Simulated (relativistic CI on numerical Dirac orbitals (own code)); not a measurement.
Computed by Dirac-Coulomb-Breit CI, separate exchange-only KLI orbitals for each configuration, QED by a radiative potential, unscaled Slater integrals (own radial code, finite nucleus).

The strongest absorption lines from the ground level of an ion, among the configurations computed and to levels below about 605 eV (vacuum wavelength in Å, gf): 44.109 (0.14), 46.413 (1.1), 46.423 (0.41), 47.235 (1), 48.069 (0.08), 59.085 (0.26), 59.379 (0.083), 63.659 (0.32).

Question: Which ion is it?
A. In XXXV
B. Cs XLI
C. Ce XLIV
D. Te XXXVIII

Answer: B. Cs XLI has 15 electrons and the ground level 3s²3p³ ²P°3/2; the strongest line goes to 3s²3p²3d ⁴P3/2. The pattern of lines fixes the number of electrons, and along that sequence the line energies rise steadily with the charge (about as its square where n changes within one kind of shell, about linearly where n is kept but much faster in heavy ions where fine structure, which grows about as Z⁴, sets the gap, and irregularly where shells cross), which fixes Z. Configurations outside the model, such as inner-shell arrays, can give stronger lines. At this charge energies of transitions that change n are usually good to better than 1 %, and those within a shell (Δn = 0) to a few per cent.

LS names give the leading component of a level, which can be under half, so a name can repeat, a term be missing and a line seem to break the LS rules.
